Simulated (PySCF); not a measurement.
Start geometry of `CN(C)[SiH2]O[SiH3]` from GFN2-xTB (Å):
```
atom  x, y, z in Å
C1    -0.7598    1.3450    0.2104
N2    -0.9850   -0.0601    0.1264
C3    -2.3785   -0.4301    0.3037
Si4    0.1325   -1.1023   -0.7016
O5     1.6021   -0.5473   -0.5291
Si6    2.9269    0.0563    0.1832
H7    -1.3423    1.9012   -0.5641
H8    -1.0898    1.7430    1.1800
H9     0.2729    1.6022    0.0990
H10   -2.7250   -0.0513    1.2815
H11   -2.4577   -1.5133    0.3128
H12   -2.9925   -0.0192   -0.4736
H13   -0.0650   -1.1700   -2.1676
H14   -0.0239   -2.4026   -0.0342
H15    4.0160   -0.8331   -0.2405
H16    2.7645    0.0650    1.6461
H17    3.0881    1.4281   -0.3232
```

Question: What comes out of this run: PySCF, PBE0-D3(BJ)/def2-SVP geometry optimisation, gas phase?

Answer: 
```
atom  x, y, z in Å
C1    -1.3523    1.4671   -0.6489
N2    -1.0452    0.1013   -0.3026
C3    -1.5771   -0.3238    0.9680
Si4    0.1573   -0.7984   -1.1461
O5     1.7315   -0.4674   -0.6985
Si6    2.6818   -0.3900    0.6549
H7    -2.4454    1.6349   -0.6682
H8    -0.9199    2.1953    0.0657
H9    -0.9626    1.7109   -1.6487
H10   -1.1600    0.2501    1.8199
H11   -1.3581   -1.3879    1.1438
H12   -2.6758   -0.2018    0.9990
H13    0.0753   -0.4513   -2.5889
H14   -0.1047   -2.2395   -0.8643
H15    4.1001   -0.6348    0.2676
H16    2.2609   -1.4211    1.6558
H17    2.5740    0.9582    1.2911
```

The energy falls by 8.6 kcal/mol over 19 energy and gradient evaluations, the largest force component goes from 0.0462 to 4.0e-04 Eh/bohr, and the atoms move by 1.211 Å rms after alignment. The bond that changes most is Si4–O5 (oxygen-bound silicon to siloxane oxygen), which lengthens by 0.089 Å. Bonds longer at the end by more than 0.005 Å: 12 of 16; shorter: 3. Among the angles that change most is Si4–O5–Si6, from 159.9° to 140.3°. Among the dihedrals that turn most is C3–N2–Si4–H14, from -52° to 34°. Rotational constants go from 4641, 1210, 1028 to 3598, 1235, 1140 MHz. The orientation of the end geometry is arbitrary; only internal coordinates are fixed.

The run used 147 basis functions and 131 SCF cycles in all. The run took 7.6 min of wall time on Intel Xeon at 2.50 GHz, one thread, on a shared host, and the process peaked at 0.60 GiB of memory.

Whether it is a minimum is left open (no frequencies). One conformer, not necessarily the lowest.
